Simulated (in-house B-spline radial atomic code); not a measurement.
## Ionising N5+ with different functionals

Computed with a B-spline radial code for spherical atoms: scalar-relativistic (spin-free X2C) Hamiltonian, Fermi nucleus of rms radius 2.5582 fm, spin-polarised at highest spin, spherical fractional occupations for the functionals, the average over the highest-spin determinants for Hartree-Fock. The ionisation energy is the difference of two self-consistent energies, 1s2 → 1s1, without Breit or QED terms; ε is the level of the shell that loses the electron (its least bound occupied spin orbital).

```csv
method,rung,ΔSCF (eV),-ε(1s) (eV)
Hartree-Fock,Hartree-Fock,?,?
HF fractional,Hartree-Fock,550.93,552.45
LDA VWN5,LDA,547.20,507.61
LDA PW92,LDA,547.17,507.59
LDA exchange-only,LDA,543.46,504.96
PBE,GGA,551.18,511.29
PBEsol,GGA,549.16,509.41
BLYP,GGA,552.07,512.01
RPBE,GGA,552.09,511.77
PW91,GGA,551.58,511.75
BP86,GGA,552.48,511.85
AM05,GGA,?,?
OLYP,GGA,552.15,511.96
TPSS,meta-GGA,552.35,514.44
SCAN,meta-GGA,552.23,515.85
r2SCAN,meta-GGA,552.23,515.85
revTPSS,meta-GGA,552.40,515.05
PBE0,global hybrid,551.39,521.79
B3LYP,global hybrid,552.09,520.23
TPSSh,global hybrid,552.34,518.33
BHandHLYP,global hybrid,552.18,532.82
r2SCAN0,global hybrid,552.20,525.15
B97-1,global hybrid,552.35,520.57
HSE06,range-separated hybrid,551.46,521.40
wB97X,range-separated hybrid,553.52,522.42
CAM-B3LYP,range-separated hybrid,551.86,522.10
LC-wPBE,range-separated hybrid,551.30,517.44
```

Question: What does Hartree-Fock give?

Answer: ΔSCF 550.93 eV, and -ε(1s) = 552.45 eV.

Question: What does AM05 give?

Answer: ΔSCF 548.40 eV, and -ε(1s) = 508.14 eV.

Question: Among the functionals, which spreads more, the ΔSCF values or the orbital energies?

Answer: The orbital energies: ΔSCF values span about 10.06 eV and the orbital energies 27.86 eV.

Question: How do they compare with the NIST value?

Answer: NIST lists 552.067 eV (tabulated theory, ground level to ground level). Errors run from -8.61 to +1.45 eV; BLYP is closest (+0.00 eV), but part of that can be cancellation, since the calculations leave out Breit-QED terms. Hartree-Fock also lacks correlation.
